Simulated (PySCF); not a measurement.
## Telling isomers of C7H6F2O apart by NMR

PySCF 2.14.0 with density-fitted response routines calculation with shieldings: GIAO PBE0/pcSseg-1 and coordinates at the GFN2-xTB level; no relativistic terms, isolated molecule, one conformer, rapidly exchanging positions averaged.

References, each an isolated molecule treated in the same way: TMS for ¹H and ¹³C. Splittings of carbon signals by F and P are missing where no couplings were computed. Where no couplings were computed, multiplicities follow the n + 1 count of equivalent neighbours, and m marks all less simple cases (inequivalent or close neighbours, rings, F or P nearby). Shifts are as computed. Against solution values, carbons near 30 ppm lie about +3 ppm off and those near 130 ppm about +5 ppm. Of 1211 compounds with measured shifts, 218 miss one by over three times the rms of a fit or turn the order of signals round; such compounds aren't used in these exercises.

(1) Tabulate the signals of `C=C1C=C/C1=C(\F)OCF`, `FC(F)[C@]12C=C[C@H](C=C1)O2`, `COc1ccc(F)c(F)c1` and their relative energies.

(2) What is the quickest way to tell FC(F)[C@]12C=C[C@H](C=C1)O2 from COc1ccc(F)c(F)c1?

(3) What is the quickest way to tell C=C1C=C/C1=C(\F)OCF from FC(F)[C@]12C=C[C@H](C=C1)O2?

(4) What is the quickest way to tell C=C1C=C/C1=C(\F)OCF from COc1ccc(F)c(F)c1?

## Answers

(1) 
```json
{"SMILES": "C=C1C=C/C1=C(\\F)OCF", "carbon types": "3×C 2×CH 2×CH2", "δC": "153.6, 150.6, 147.9, 147.3, 112.7, 105.4, 101.5", "δH": "7.16 (m, 1H), 6.67 (d, 1H), 5.98 (m, 2H), 5.29 (m, 1H), 5.16 (m, 1H)", "E rel. (kcal/mol)": "57.2"}
{"SMILES": "FC(F)[C@]12C=C[C@H](C=C1)O2", "carbon types": "1×C 6×CH", "δC": "157.6, 154.5, 122.0, 97.5, 87.1", "δH": "7.57 (m, 2H), 7.47 (m, 2H), 6.50 (m, 1H), 5.38 (m, 1H)", "E rel. (kcal/mol)": "42.4"}
{"SMILES": "COc1ccc(F)c(F)c1", "carbon types": "3×C 3×CH 1×CH3", "δC": "162.6, 160.4, 153.9, 124.9, 118.7, 103.5, 56.4", "δH": "7.41 (m, 1H), 6.95 (m, 1H), 6.61 (m, 1H), 3.89 (s, 3H)", "E rel. (kcal/mol)": "0.0"}
```

Energies are electronic energies at PBE0/pcSseg-1 on these geometries, without zero-point or thermal terms, each for the one conformer computed, which needn't be the lowest.

(2) Count the carbon signals: 5 against 7. The first has an allylic fully substituted sp3 carbon bonded to O (C) at 97.5 ppm, the second an aromatic carbon bearing oxygen (C) at 162.6 ppm. Their most deshielded carbons lie at 157.6 and 162.6 ppm.

(3) Count the carbon signals: 7 against 5. The first has a terminal =CH2 carbon at 105.4 ppm, the second an allylic sp3 CH bonded to O at 87.1 ppm. Their most deshielded carbons lie at 153.6 and 157.6 ppm. In the proton spectra the most deshielded non-exchanging signals are 7.16 (m, 1H) and 7.57 (m, 2H).

(4) Both give the same number of carbon signals, but DEPT or the intensities differ. The first has a terminal =CH2 carbon at 105.4 ppm, the second a methyl carbon bonded to O (CH3) at 56.4 ppm. Their most deshielded carbons lie at 153.6 and 162.6 ppm.
